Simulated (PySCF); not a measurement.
PySCF 2.14 output of an unrestricted LDA calculation on a single atom or ion in def2-QZVPPD with the def2 core potential (60 electrons) (7s6p4d3f2g, 84 functions), with scalar relativity through the core potential:

```
SCF conv_tol = 1e-09
number electrons alpha = 8  beta = 4
    P. A. M. Dirac.,  Math. Proc. Cambridge Philos. Soc. 26, 376 (1930)
    F. Bloch.,  Z. Phys. 57, 545 (1929)
    S. H. Vosko, L. Wilk, and M. Nusair.,  Can. J. Phys. 58, 1200 (1980)
cycle= 1 E= -47.5693598448607  delta_E= -0.00363  |g|= 0.0369  |ddm|= 0.196
cycle= 2 E= -47.568118567774  delta_E= 0.00124  |g|= 0.0574  |ddm|= 0.114
cycle= 3 E= -47.5705536434287  delta_E= -0.00244  |g|= 0.00267  |ddm|= 0.0616
cycle= 4 E= -47.5705608733877  delta_E= -7.23e-06  |g|= 0.000173  |ddm|= 0.00435
cycle= 5 E= -47.570560897844  delta_E= -2.45e-08  |g|= 2e-06  |ddm|= 0.00022
cycle= 6 E= -47.5705608978462  delta_E= -2.22e-12  |g|= 1.52e-06  |ddm|= 7.38e-06
converged SCF energy = -47.5705608978462  <S^2> = 6.0004684  2S+1 = 5.0001874
```

The run itself started from symmetry-adapted Hartree-Fock orbitals and held the occupation by maximum overlap, on a logarithmic radial grid, so the iterations belong to that start.

**Question.** Which element, charge and spin multiplicity is this?

**Answer.** Hf (hafnium, neutral), multiplicity 5; the state was [Xe] 4f14 5d4, high-spin 5D determinant (an excited configuration).

Energies and moments cover only the electrons outside the core potential. Spin-orbit coupling, absent here, splits the open shell strongly.
